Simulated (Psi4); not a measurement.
Input for Psi4: SAPT0/jun-cc-pV(D+d)Z on H5N (a complex), monomers drawn apart or pushed together.

```
memory 2025 MB

molecule dimer {
0 1
N     0.01522322   -0.00224475   -0.13802728
H    -0.71300871    0.61806576   -0.47296942
H     0.89789972    0.34402507   -0.49617708
H    -0.14559084   -0.91232292   -0.55419199
--
0 1
H     0.02555097   -0.28747740    4.56112173
H     0.02591943   -0.33635738    5.30750699
units angstrom
symmetry c1
no_reorient
no_com
}

set {
  basis jun-cc-pV(D+d)Z
  scf_type df
  freeze_core true
}

energy('sapt0')
```

The log:

```
[...]
==> Input File <==

--------------------------------------------------------------------------
memory 2025 MB

molecule dimer {
0 1
N     0.01522322   -0.00224475   -0.13802728
H    -0.71300871    0.61806576   -0.47296942
H     0.89789972    0.34402507   -0.49617708
H    -0.14559084   -0.91232292   -0.55419199
--
0 1
H     0.02555097   -0.28747740    4.56112173
H     0.02591943   -0.33635738    5.30750699
units angstrom
symmetry c1
no_reorient
no_com
}

set {
  basis jun-cc-pV(D+d)Z
  scf_type df
  freeze_core true
}

energy('sapt0')
--------------------------------------------------------------------------


   => Loading Basis Set <=

    Name: JUN-CC-PV(D+D)Z
    Role: ORBITAL
    Keyword: BASIS
    atoms 1   entry N          line   222 file jun-cc-pv_dpd_z.gbs
    atoms 2-6 entry H          line    60 file jun-cc-pv_dpd_z.gbs

   => Loading Basis Set <=

    Name: JUN-CC-PV(D+D)Z
    Role: ORBITAL
    Keyword: BASIS
    atoms 1   entry N          line   222 file jun-cc-pv_dpd_z.gbs
    atoms 2-6 entry H          line    60 file jun-cc-pv_dpd_z.gbs


  //>>>>>>>>>>>>>>>>>>>>>>>>>>>>>>>>>>>//
  //              Dimer HF             //
  //<<<<<<<<<<<<<<<<<<<<<<<<<<<<<<<<<<<//

   => Libint2 <=

    Primary   basis highest AM E, G, H:  7, 6, 3
    Auxiliary basis highest AM E, G, H:  7, 7, 4
    Onebody   basis highest AM E, G, H:  -, -, -
    Solid Harmonics ordering:            Gaussian


   => Loading Basis Set <=

    Name: JUN-CC-PV(D+D)Z
    Role: ORBITAL
    Keyword: BASIS
    atoms 1   entry N          line   222 file jun-cc-pv_dpd_z.gbs
    atoms 2-6 entry H          line    60 file jun-cc-pv_dpd_z.gbs


         ---------------------------------------------------------
                                   SCF
               by Justin Turney, Rob Parrish, Andy Simmonett
                          and Daniel G. A. Smith
                              RHF Reference
                        1 Threads,   1931 MiB Core
         ---------------------------------------------------------

  ==> Geometry <==

    Molecular point group: c1
    Full point group: C1

    Geometry (in Angstrom), charge = 0, multiplicity = 1:

       Center              X                  Y                   Z               Mass
    ------------   -----------------  -----------------  -----------------  -----------------
         N            0.015223220000    -0.002244750000    -0.138027280000    14.003074004430
         H           -0.713008710000     0.618065760000    -0.472969420000     1.007825032230
         H            0.897899720000     0.344025070000    -0.496177080000     1.007825032230
         H           -0.145590840000    -0.912322920000    -0.554191990000     1.007825032230
         H            0.025550970000    -0.287477400000     4.561121730000     1.007825032230
         H            0.025919430000    -0.336357380000     5.307506990000     1.007825032230

  Running in c1 symmetry.

  Rotational constants: A =      6.24823  B =      0.32452  C =      0.32448 [cm^-1]
  Rotational constants: A = 187317.12495  B =   9729.00803  C =   9727.76422 [MHz]
  Nuclear repulsion =   14.685148170562151

  Charge       = 0
  Multiplicity = 1
  Electrons    = 12
  Nalpha       = 6
  Nbeta        = 6

  ==> Algorithm <==

  SCF Algorithm Type is DF.
  DIIS enabled.
  MOM disabled.
  Fractional occupation disabled.
  Guess Type is SAD.
  Energy threshold   = 1.00e-08
  Density threshold  = 1.00e-08
  Integral threshold = 1.00e-12

  ==> Primary Basis <==

  Basis Set: JUN-CC-PV(D+D)Z
    Blend: JUN-CC-PV(D+D)Z
    Number of shells: 23
    Number of basis functions: 43
    Number of Cartesian functions: 44
    Spherical Harmonics?: true
    Max angular momentum: 2

   => Loading Basis Set <=

    Name: (JUN-CC-PV(D+D)Z AUX)
    Role: JKFIT
    Keyword: DF_BASIS_SCF
    atoms 1   entry N          line   202 file jun-cc-pvdz-jkfit.gbs
    atoms 2-6 entry H          line    70 file jun-cc-pvdz-jkfit.gbs

  ==> Integral Setup <==

  DFHelper Memory: AOs need 0.003 GiB; user supplied 1.414 GiB.
  SCF_SUBTYPE=INCORE selected. In-core MEM_DF algorithm will be used.
  Using in-core AOs.

  ==> MemDFJK: Density-Fitted J/K Matrices <==

    J tasked:                   Yes
    K tasked:                   Yes
    wK tasked:                   No
    OpenMP threads:               1
    Algorithm:                 Core
    Schwarz Cutoff:           1E-12
    Mask sparsity (%):      14.4943
    Fitting Condition:        1E-10

   => Auxiliary Basis Set <=

  Basis Set: (JUN-CC-PV(D+D)Z AUX)
    Blend: JUN-CC-PVDZ-JKFIT
    Number of shells: 72
    Number of basis functions: 194
    Number of Cartesian functions: 216
    Spherical Harmonics?: true
    Max angular momentum: 3

  Minimum eigenvalue in the overlap matrix is 1.2025874502E-02.
  Reciprocal condition number of the overlap matrix is 2.3544431207E-03.
    Using symmetric orthogonalization.

  ==> Pre-Iterations <==

  SCF Guess: Superposition of Atomic Densities via on-the-fly atomic U
[...]
     8A      0.365289     9A      0.365289    10A      0.487128
      11A      0.606335    12A      0.706754    13A      0.706755
      14A      0.738527    15A      0.951952    16A      1.292078
      17A      1.292078    18A      1.671334    19A      1.671335
      20A      1.803368    21A      1.811101    22A      1.811102
      23A      1.949644    24A      2.003950    25A      2.038175
      26A      2.038175    27A      2.134103    28A      2.346909
      29A      2.346910    30A      2.358584    31A      2.358586
      32A      2.545622    33A      3.060150    34A      3.517204
      35A      3.562498    36A      3.567503    37A      3.567508
      38A      3.648686    39A      3.648689    40A      4.978648
      41A      6.014628    42A      6.014641    43A     25.412809

    Final Occupation by Irrep:
              A
    DOCC [     1 ]
    NA   [     1 ]
    NB   [     1 ]

  @DF-RHF Final Energy:    -1.12874850632124

   => Energetics <=

    Nuclear Repulsion Energy =              0.7074711198533959
    One-Electron Energy =                  -2.4923910691586064
    Two-Electron Energy =                   0.6561714429839667
    Total Energy =                         -1.1287485063212437

Computation Completed


Properties will be evaluated at   0.000000,   0.000000,   0.000000 [a0]

Properties computed using the SCF density matrix


 Multipole Moments:

 ------------------------------------------------------------------------------------
     Multipole            Electronic (a.u.)      Nuclear  (a.u.)        Total (a.u.)
 ------------------------------------------------------------------------------------

 L = 1.  Multiply by 2.5417464519 to convert [e a0] to [Debye]
 Dipole X            :         -0.0972639            0.0972650            0.0000011
 Dipole Y            :          1.1788680           -1.1788769           -0.0000088
 Dipole Z            :        -18.6488272           18.6490055            0.0001783
 Magnitude           :                                                    0.0001785

 ------------------------------------------------------------------------------------

  Constructing Basis Sets for SAPT...

   => Loading Basis Set <=

    Name: (JUN-CC-PV(D+D)Z AUX)
    Role: RIFIT
    Keyword: DF_BASIS_SAPT
    atoms 1   entry N          line   144 file jun-cc-pvdz-ri.gbs
    atoms 2-6 entry H          line    30 file jun-cc-pvdz-ri.gbs

   => Loading Basis Set <=

    Name: (JUN-CC-PV(D+D)Z AUX)
    Role: JKFIT
    Keyword: DF_BASIS_ELST
    atoms 1   entry N          line   202 file jun-cc-pvdz-jkfit.gbs
    atoms 2-6 entry H          line    70 file jun-cc-pvdz-jkfit.gbs


  //>>>>>>>>>>>>>>>>>>>>>>>>>>>>>>>>>>>//
  //               SAPT0               //
  //<<<<<<<<<<<<<<<<<<<<<<<<<<<<<<<<<<<//



        SAPT0
    Ed Hohenstein
     6 June 2009

      Orbital Information
  --------------------------
    NSO        =        43
    NMO        =        43
    NRI        =       135
    NRI (Elst) =       194
    NOCC A     =         5
    NOCC B     =         1
    FOCC A     =         1
    FOCC B     =         0
    NVIR A     =        38
    NVIR B     =        42

    Elst10,r            =    -0.000165979698 [Eh]
    Exch10              =     0.000005196068 [Eh]
    Exch10 (S^2)        =     0.000005196021 [Eh]

    Maxiter = 50
    CPHF R converge = 1.000000E-08

    Iter     Energy [mEh]          dE [mEh]         Residual      Time [s]
       1      -0.00043766       0.000437659     8.418434e-05             0
       2      -0.00052081       0.000083153     3.949287e-05             0
       3      -0.00052564       0.000004832     1.078782e-05             0
       4      -0.00052170      -0.000003946     1.801372e-06             0
       5      -0.00052164      -0.000000056     4.087121e-07             0
       6      -0.00052177       0.000000127     9.866611e-08             0
       7      -0.00052173      -0.000000034     1.417783e-08             0
       8      -0.00052174       0.000000003     1.490128e-09             0

    CHF Iterations converged

    Maxiter = 50
    CPHF R converge = 1.000000E-08

    Iter     Energy [mEh]          dE [mEh]         Residual      Time [s]
       1      -0.01224695       0.012246946     5.572282e-04             0
       2      -0.01625769       0.004010746     5.357352e-05             0
       3      -0.01618810      -0.000069596     1.670196e-06             0
       4      -0.01618832       0.000000222     3.798241e-08             0
       5      -0.01618832      -0.000000002     2.806929e-09             0

    CHF Iterations converged

    Ind20,r (A<-B)      =    -0.000000521736 [Eh]
    Ind20,r (B<-A)      =    -0.000016188316 [Eh]
    Ind20,r             =    -0.000016710052 [Eh]
    Exch-Ind20,r (A<-B) =     0.000000194115 [Eh]
    Exch-Ind20,r (B<-A) =     0.000000021617 [Eh]
    Exch-Ind20,r        =     0.000000215732 [Eh]
    Disp20              =    -0.000026710080 [Eh]
    Disp20 (SS)         =    -0.000013355040 [Eh]
    Disp20 (OS)         =    -0.000013355040 [Eh]
    Exch-Disp20         =     0.000000247626 [Eh]
    Exch-Disp20 (SS)    =     0.000000183766 [Eh]
    Exch-Disp20 (OS)    =     0.000000063860 [Eh]

    SAPT Results
  --------------------------------------------------------------------------------------------------------
    Electrostatics                 -0.16597970 [mEh]      -0.10415383 [kcal/mol]      -0.43577964 [kJ/mol]
      Elst10,r                     -0.16597970 [mEh]      -0.10415383 [kcal/mol]      -0.43577964 [kJ/mol]

    Exchange                        0.00519607 [mEh]       0.00326058 [kcal/mol]       0.01364227 [kJ/mol]
      Exch10                        0.00519607 [mEh]       0.00326058 [kcal/mol]       0.01364227 [kJ/mol]
      Exch10(S^2)                   0.00519602 [mEh]       0.00326055 [kcal/mol]       0.01364215 [kJ/mol]

    Induction                      -0.01697245 [mEh]      -0.01065038 [kcal/mol]      -0.04456117 [kJ/mol]
      Ind20,r                      -0.01671005 [mEh]      -0.01048572 [kcal/mol]      -0.04387224 [kJ/mol]
      Exch-Ind20,r                  0.00021573 [mEh]       0.00013537 [kcal/mol]       0.00056640 [kJ/mol]
      delta HF,r (2)               -0.00047813 [mEh]      -0.00030003 [kcal/mol]      -0.00125534 [kJ/mol]

    Dispersion                     -0.02646245 [mEh]      -0.01660544 [kcal/mol]      -0.06947716 [kJ/mol]
      Disp20                       -0.02671008 [mEh]      -0.01676083 [kcal/mol]      -0.07012730 [kJ/mol]
      Exch-Disp20                   0.00024763 [mEh]       0.00015539 [kcal/mol]       0.00065014 [kJ/mol]
      Disp20 (SS)                  -0.01335504 [mEh]      -0.00838041 [kcal/mol]      -0.03506365 [kJ/mol]
      Disp20 (OS)                  -0.01335504 [mEh]      -0.00838041 [kcal/mol]      -0.03506365 [kJ/mol]
      Exch-Disp20 (SS)              0.00018377 [mEh]       0.00011531 [kcal/mol]       0.00048248 [kJ/mol]
      Exch-Disp20 (OS)              0.00006386 [mEh]       0.00004007 [kcal/mol]       0.00016766 [kJ/mol]

  Total HF                         -0.17775609 [mEh]      -0.11154363 [kcal/mol]      -0.46669854 [kJ/mol]
  Total SAPT0                      -0.20421854 [mEh]      -0.12814907 [kcal/mol]      -0.53617570 [kJ/mol]

  Special recipe for scaled SAPT0 (see Manual):
    Electrostatics sSAPT0          -0.16597970 [mEh]      -0.10415383 [kcal/mol]      -0.43577964 [kJ/mol]
    Exchange sSAPT0                 0.00519607 [mEh]       0.00326058 [kcal/mol]       0.01364227 [kJ/mol]
    Induction sSAPT0               -0.01697245 [mEh]      -0.01065038 [kcal/mol]      -0.04456117 [kJ/mol]
    Dispersion sSAPT0              -0.02646245 [mEh]      -0.01660544 [kcal/mol]      -0.06947716 [kJ/mol]
  Total sSAPT0                     -0.20421854 [mEh]      -0.12814907 [kcal/mol]      -0.53617570 [kJ/mol]
  --------------------------------------------------------------------------------------------------------



*** Psi4 exiting successfully. Buy a developer a beer!
```

The run finished.

Cost: roughly 2.6 core-seconds.
